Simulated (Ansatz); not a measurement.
Two members of one family (Series B2X4), computed with Ansatz in the gas phase. The two geometries come from different levels. Binding counts from free atoms in the multiplicity of their measured ground term, without zero-point energy. The structures are stationary points that may keep the symmetry of their start.

First: B2(Cl)4 (singlet, charge 0, PBE0-D4/def2-SVP geometry).

```csv
atom,x (Å),y (Å),z (Å)
B1,0.126,0.047,-0.835
Cl2,1.510,0.906,-1.469
Cl3,-0.993,-0.710,-1.944
B4,-0.128,-0.049,0.836
Cl5,0.694,-1.265,1.784
Cl6,-1.210,1.070,1.629
```

| level | HOMO (eV) | LUMO (eV) | gap (eV) | binding per atom (eV) |
| --- | --- | --- | --- | --- |
| PBE-D4/def2-SVP | -6.89 | -2.73 | 4.16 | 3.96 |
| r2SCAN-D4/def2-TZVP | -7.48 | -2.85 | 4.63 | 3.80 |
| B3LYP-D4/6-31G | -8.49 | -2.52 | 5.97 | 3.32 |
| PBE0-D4/def2-SVP | -8.35 | -1.93 | 6.42 | 3.87 |
| PBE0-D4/def2-TZVPD | -8.56 | -2.28 | 6.27 | 3.80 |

Second: B2(F)4 (singlet, charge 0, r2SCAN-D4/def2-SVP geometry).

```csv
atom,x (Å),y (Å),z (Å)
B1,-0.0624,0.1860,-0.8372
F2,-1.0784,-0.2383,-1.5689
F3,0.8540,0.9091,-1.4577
B4,0.0615,-0.1850,0.8376
F5,0.6727,-1.2787,1.2608
F6,-0.4475,0.6070,1.7655
```

Problem. What does the change do? Estimate second minus first.

Solution. 
```
              level  Δ HOMO (eV)  Δ LUMO (eV)  Δ gap (eV)  Δ binding per atom (eV)
    PBE-D4/def2-SVP        -1.22         1.02        2.24                     1.41
r2SCAN-D4/def2-TZVP        -1.27         1.27        2.54                     1.30
     B3LYP-D4/6-31G        -1.33         1.24        2.57                     1.35
   PBE0-D4/def2-SVP        -1.58         1.17        2.75                     1.29
 PBE0-D4/def2-TZVPD        -1.56         1.30        2.86                     1.25
```
